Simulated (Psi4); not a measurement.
Torsional profile of SMILES o1c(ccc1)/C=C\C=C. Scanned: dihedral C3–C4–C5–O9; all other coordinates were relaxed at GFN2-xTB. Points at φ and −φ are mirror images.

Geometry of the scan point at 90° (Å):
```
17

C     -3.1770     0.5671    -0.4293
C     -1.8903     0.2503    -0.3296
C     -1.4106    -1.1124    -0.2780
C     -0.1258    -1.4535    -0.1593
C      0.9717    -0.4828    -0.0604
C      1.7412     0.0997    -1.0258
C      2.6526     0.9480    -0.3492
C      2.3705     0.8178     0.9733
O      1.3563    -0.0446     1.1599
H     -3.9422    -0.1907    -0.4781
H     -3.5125     1.5892    -0.4640
H     -1.1372     1.0254    -0.2805
H     -2.1635    -1.8867    -0.3447
H      0.1611    -2.4971    -0.1200
H      1.6641    -0.0558    -2.0825
H      3.4078     1.5644    -0.7922
H      2.7990     1.2648     1.8483
```

Computed with PBE-D3(BJ)/def2-SVP // GFN2-xTB (Psi4 1.11).

Scanned values (°): -150, -120, -90, -60, -30, 0, 30, 60, 90, 120, 150, 180.

**Question.** Describe the profile: where are the wells and the tops?

**Answer.** Lower than their neighbours: 0° (0.0 kJ/mol), 180° (6.3 kJ/mol). Higher than their neighbours: -90° (35.2 kJ/mol), 90° (35.2 kJ/mol). The whole profile spans 35.2 kJ/mol.
